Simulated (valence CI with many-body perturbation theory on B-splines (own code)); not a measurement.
Yb37+: E2, M1, M2 decay

Calculated by relativistic CI+MBPT: five valence electrons over a frozen Dirac-Fock core [Ar] 3d10, a basis of 11 s, 11 p, 10 d, 8 f, 5 g, 2 h functions for each j, with the one-electron correlation potential Σ1, the two-electron term Σ2, the three-electron term Σ3, Breit, model QED; selected CI, second order for the rest, scaled by the run's own slope (own B-spline code, finite nucleus).

The last digits are not significant, and no measured levels were compared; by estimate large intervals hold to a few tenths of a per cent, small ones and those within an open d or f shell to about a per cent. Among the levels kept, up to 2100 cm⁻¹ of a level comes from second order outside the variational space, and about a tenth of that is noise between levels of different J, which matters for small intervals.

Lines 1 to 19 of 19 in falling wavelength, among levels below 3712.0 × 10³ cm⁻¹, chosen from the decays that carry over 1 % of a level's rate. Wavelengths and rates use the calculated energies. Electric multipoles are in the length gauge, E1 and E2 with the static RPA response of the core. Weak lines are less certain than strong ones. Lines between different terms over intervals too small for the method are left out, as are lines whose strength nearly cancels. Branching is blank where the lifetime is uncertain.

Levels are named by their leading jj configuration (3d3/2^4 stands for four electrons in 3d with j = 3/2), which in mixed levels can hold well under half, so a name can repeat and another be missing. Letters in brackets count levels of one name in rising energy.

```tsv
λ vac (Å)	Upper	Lower	Type	A (s⁻¹)	Branch %
801.7	(4s^2 4p1/2 4p3/2 4d5/2) J=9/2	(4s^2 4p1/2 4p3/2 4d3/2) J=7/2	M1	2.28e+04	
222.0	(4s^2 4p3/2^2 4d5/2) J=9/2	(4s^2 4p1/2 4p3/2 4d5/2) J=7/2 [b]	M1	7.46e+05	22.6
204.8	(4s^2 4p1/2 4p3/2 4d5/2) J=9/2	(4s^2 4p1/2^2 4d5/2) J=5/2	E2	1.63e+04	
191.1	(4s^2 4p1/2 4p3/2^2) J=3/2	(4s^2 4p1/2^2 4p3/2) J=3/2	M1	2.80e+06	99.4
188.5	(4s^2 4p3/2^3) J=3/2	(4s^2 4p1/2 4p3/2^2) J=1/2	M1	7.08e+05	12.5
183.3	(4s^2 4p3/2^2 4d5/2) J=9/2	(4s^2 4p1/2 4p3/2 4d5/2) J=9/2	M1	1.28e+06	38.9
183.3	(4s^2 4p3/2^2 4d5/2) J=9/2	(4s^2 4p1/2 4p3/2 4d5/2) J=9/2	E2	3.90e+04	1.2
177.3	(4s^2 4p1/2 4p3/2^2) J=5/2	(4s^2 4p1/2^2 4p3/2) J=3/2	M1	4.98e+05	87.1
177.3	(4s^2 4p1/2 4p3/2^2) J=5/2	(4s^2 4p1/2^2 4p3/2) J=3/2	E2	7.32e+04	12.8
172.0	(4s^2 4p3/2^3) J=3/2	(4s^2 4p1/2 4p3/2^2) J=5/2	M1	8.96e+05	15.9
172.0	(4s^2 4p3/2^3) J=3/2	(4s^2 4p1/2 4p3/2^2) J=5/2	E2	1.46e+05	2.6
169.5	(4s^2 4p3/2^2 4d5/2) J=9/2	(4s^2 4p1/2 4p3/2 4d5/2) J=7/2 [a]	M1	1.07e+06	32.5
169.5	(4s^2 4p3/2^2 4d5/2) J=9/2	(4s^2 4p1/2 4p3/2 4d5/2) J=7/2 [a]	E2	3.78e+04	1.1
164.2	(4s^2 4p1/2 4p3/2 4d5/2) J=9/2	(4s 4p1/2^2 4p3/2^2) J=5/2	E2	1.09e+04	
162.6	(4s^2 4p1/2 4p3/2^2) J=1/2	(4s^2 4p1/2^2 4p3/2) J=3/2	M1	1.90e+06	96.0
162.6	(4s^2 4p1/2 4p3/2^2) J=1/2	(4s^2 4p1/2^2 4p3/2) J=3/2	E2	7.89e+04	4.0
160.8	(4s^2 4p3/2^3) J=3/2	(4s^2 4p1/2 4p3/2^2) J=3/2	M1	3.83e+06	67.9
149.2	(4s^2 4p3/2^2 4d5/2) J=9/2	(4s^2 4p1/2 4p3/2 4d3/2) J=7/2	M1	6.67e+04	2.0
80.14	(4s^2 4p1/2 4p3/2 4d5/2) J=9/2	(4s^2 4p1/2 4p3/2^2) J=5/2	M2	4.42e+03
```
